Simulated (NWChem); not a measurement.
CH₂F₂O₂Si; SMILES F[SiH](F)C(O)=O

```xyz
8

O      1.2969    -1.4556     0.0000
C      0.1405    -1.0972     0.0000
O     -0.9060    -1.9592     0.0000
Si    -0.4092     0.7372     0.0000
F      0.2311     1.4171    -1.2984
F      0.2311     1.4171     1.2984
H     -0.5324    -2.8656     0.0000
H     -1.8696     0.9379     0.0000
```
Atoms are numbered in this order, from 1.

Program: NWChem. Pople sets run with spherical d functions. Coordinates come from a B3LYP/6-31G* (spherical d) optimisation.

For level PBE0/3-21G:

| Quantity | Result |
|---|---|
| dipole (D) | 2.87 |

Question: What are these values for level PBE0/6-31G*?

Answer: 
* **dipole (D)**: 2.65
